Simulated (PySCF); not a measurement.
# Working out the excitation energy of O

O [He] 2s2 2p4 (3P) → O [He] 2s1 2p5 (3P). All numbers are calculated (PySCF 2.14, the spin-free X2C one-electron Hamiltonian (Gaussian nucleus), in aug-cc-pCVTZ-DK). Frozen: nothing. Energies in hartree (1 hartree = 27.21139 eV):

| part | O (lower) | O (upper) |
| --- | --- | --- |
| UHF | -74.865208 | -74.243356 |
| CCSD correlation | -0.219135 | -0.266065 |
| (T) | -0.003847 | -0.014956 |

What does Hartree-Fock give?

(-74.243356) − (-74.865208) = 0.621852 hartree = 16.921 eV.

What do CCSD and CCSD(T) give?

The CCSD correlation energies differ by -0.046930 hartree = -1.277 eV and the triples by -0.011109 hartree = -0.302 eV, so CCSD gives 15.644 eV and CCSD(T) 15.342 eV.

The upper state lies above the first ionisation limit, where it may autoionise and the basis confines it.

The coupled-cluster amplitudes are large, so a single reference is strained.
